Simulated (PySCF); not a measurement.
A structure optimised at PBE-D3(BJ)/def2-SVPD, used in a PySCF frequency run:

```
Sb
F 1 1.9634
F 1 1.9634 2 90.00
F 1 1.9634 2 90.00 3 -90.00
F 1 1.9634 2 90.00 3 90.00
F 1 1.9634 3 90.00 2 180.00
F 1 1.9634 2 90.00 3 180.00
```
Charge -1, spin multiplicity 1.

Question: Write its SMILES, formula and point group.

Answer: [F][Sb-]([F])([F])([F])([F])[F], F6Sb, Oh

Question: What are its rotational constants (standard atomic weights)?

Answer: 1.7252, 1.7252, 1.7252 GHz
